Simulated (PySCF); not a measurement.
A structure optimised at B3LYP-D3(BJ)/def2-SVP, used in a PySCF frequency run:

```
Sn
Br 1 2.4885
Br 1 2.4885 2 109.47
Br 1 2.4885 2 109.47 3 -120.00
Br 1 2.4885 2 109.47 3 120.00
```
Charge 0, spin multiplicity 1.

Task: Write its SMILES, formula and point group.

Result: [Br][Sn]([Br])([Br])[Br], Br4Sn, Td

Task: What are its rotational constants (standard atomic weights)?

Result: 0.38302, 0.38302, 0.38302 GHz
